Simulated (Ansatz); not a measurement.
`CB[SiH](O)[SiH3]`, relaxed with RKS PBE0-D4/def2-TZVP in Ansatz from a PBE-D4/def2-SVP geometry. The force threshold is 0.005 eV/Å; the program also tests the step.

Total charge 0; spin multiplicity 1.

Start:

```xyz
14

C     1.838    1.131   -0.587
B     0.537    0.458   -1.133
Si   -1.136    0.325   -0.037
O    -2.585   -0.035   -0.847
Si   -0.574   -1.384    1.528
H     1.821    1.479    0.465
H     2.742    0.506   -0.761
H     1.998    2.029   -1.236
H     0.581   -0.072   -2.235
H    -1.430    1.555    0.780
H    -2.468   -0.679   -1.567
H    -0.234   -2.672    0.819
H    -1.719   -1.663    2.466
H     0.629   -0.978    2.343
```

Task: How much energy does the relaxation release, and in how many steps? (Best estimate.)

Result: Computed: 0.06 eV, in 14 steps.

Task: Which bonds change most? (Best estimate.)

Result: The calculation gave: Si3–O4 from 1.698 to 1.661 Å; B2–H9 from 1.224 to 1.203 Å; Si3–Si5 from 2.384 to 2.363 Å; Si5–H14 from 1.509 to 1.490 Å.

Task: Give the relaxed structure. (Estimate.)

Result: The calculation gave: 
```xyz
14

C     1.835    1.114   -0.592
B     0.545    0.449   -1.149
Si   -1.116    0.289   -0.042
O    -2.529   -0.055   -0.845
Si   -0.587   -1.378    1.547
H     1.837    1.354    0.473
H     2.745    0.562   -0.846
H     1.921    2.067   -1.139
H     0.582   -0.012   -2.260
H    -1.394    1.532    0.731
H    -2.466   -0.670   -1.577
H    -0.260   -2.669    0.876
H    -1.717   -1.622    2.484
H     0.605   -0.962    2.338
```
